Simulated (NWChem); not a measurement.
Molecule: SiH$_{3}$Cl; SMILES [SiH3]Cl

```xyz
5

Si     0.0000     0.0000    -0.9600
Cl     0.0000     0.0000     1.1078
H     -0.7872    -1.1686    -1.4420
H      1.4056    -0.0975    -1.4420
H     -0.6184     1.2661    -1.4420
```
Atoms are numbered in this order, from 1.

Program: NWChem. Geometry optimised at PBE0/def2-SVP; all other runs use it. 

```
quantity                                                  level  value
-----------------------------------------  --------------------  -----
−ε(HOMO) (eV)                                    B3LYP/def2-SVP   8.54
anisotropy (bohr³), static                      B3LYP/def2-SVPD   10.5
dipole in solution (D) in n-hexane           PBE0/def2-SVP, SMD   1.54
vertical, lowest excitation, singlet (eV)  B3LYP/def2-SVPD, TDA   7.12
dipole (D)                                        PBE0/def2-SVP   1.38
highest harmonic frequency (cm⁻¹)                 PBE0/def2-SVP   2265
```
